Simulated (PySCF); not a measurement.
## Bonding in `CC[C@@H](C#[O+])C1CCCC1`

Species: C9H15O (charge +1).
Atom-mapped SMILES: `[CH3:1][CH2:2][C@@H:3]([C:4]#[O+:5])[CH:6]1[CH2:7][CH2:8][CH2:9][CH2:10]1` (hydrogens: H11, H12, H13 on C1; H14, H15 on C2; H16 on C3; H17 on C6; H18, H19 on C7; H20, H21 on C8; H22, H23 on C9; H24, H25 on C10)

Structure used (GFN2-xTB), in Å, numbered top down from 1:
```
atom  x, y, z in Å
C1     3.3531    0.5488   -0.4626
C2     2.0739    0.5899    0.3552
C3     0.9929   -0.3959   -0.2049
C4     1.4031   -1.6841    0.0554
O5     1.7170   -2.7085    0.3922
C6    -0.4214   -0.2436    0.4750
C7    -1.0398    1.1286    0.1921
C8    -2.5454    0.9064    0.4242
C9    -2.7774   -0.6166    0.4061
C10   -1.4583   -1.2176   -0.0829
H11    4.0493    1.2872   -0.0729
H12    3.1645    0.7891   -1.5060
H13    3.8361   -0.4243   -0.4122
H14    2.2765    0.3606    1.4018
H15    1.6323    1.5847    0.3040
H16    0.8804   -0.2190   -1.2820
H17   -0.3130   -0.3853    1.5531
H18   -0.8585    1.4139   -0.8445
H19   -0.6471    1.9082    0.8402
H20   -3.1203    1.4019   -0.3546
H21   -2.8535    1.3260    1.3793
H22   -3.6065   -0.8958   -0.2385
H23   -3.0003   -0.9774    1.4093
H24   -1.4288   -1.2120   -1.1740
H25   -1.3200   -2.2412    0.2626
```

Bond orders from the PBE0/pcSseg-1 density (PySCF). Geometry: GFN2-xTB, one conformer, isolated ion. GFN2-xTB frequencies show an imaginary mode (40i cm⁻¹), so this geometry is no minimum at that level.

(1) Where do the orders between heavy atoms depart from those drawn in the SMILES?

(2) Give the Mayer order of every bond between heavy atoms, beside its length.

## Answers

(1) The largest departure is 0.570, at C4–O5 (drawn triple, 2.430). Drawn single, order below 0.88: C3–C6 (0.846). Drawn double or triple, more than 0.30 short of the drawn order: C4–O5 (2.430). The SMILES, with its formal charges, is one Lewis structure only.

(2) 
| bond | drawn as | length (Å) | Mayer order |
| --- | --- | --- | --- |
| C1–C2 | single | 1.519 | 1.055 |
| C2–C3 | single | 1.567 | 0.915 |
| C3–C4 | single | 1.377 | 1.116 |
| C4–O5 | triple | 1.123 | 2.430 |
| C3–C6 | single | 1.577 | 0.846 |
| C6–C7 | single | 1.532 | 0.996 |
| C7–C8 | single | 1.539 | 1.036 |
| C8–C9 | single | 1.541 | 1.028 |
| C9–C10 | single | 1.530 | 1.046 |
| C10–C6 | single | 1.528 | 0.971 |

Bonds between the same two heavy elements. C–C: lowest C3–C6 (0.846, 1.577 Å), highest C3–C4 (1.116, 1.377 Å); in 5 of the 36 pairs the longer bond (by over 0.003 Å) has the higher order (by 0.02 or more).

Q: And the bonds to hydrogen?

A: C–H: 0.86 to 0.95 (15 bonds).

Q: Sum the orders of all bonds at each heavy atom with more than one neighbour and set the sums beside the valence in the SMILES.

A: C1 3.912 (drawn 4), C2 3.825 (drawn 4), C3 3.738 (drawn 4), C4 3.546 (drawn 4), C6 3.740 (drawn 4), C7 3.906 (drawn 4), C8 3.959 (drawn 4), C9 3.968 (drawn 4), C10 3.893 (drawn 4). Orders between atoms that aren't bonded are not in these sums.

Mayer orders depend on the basis set.
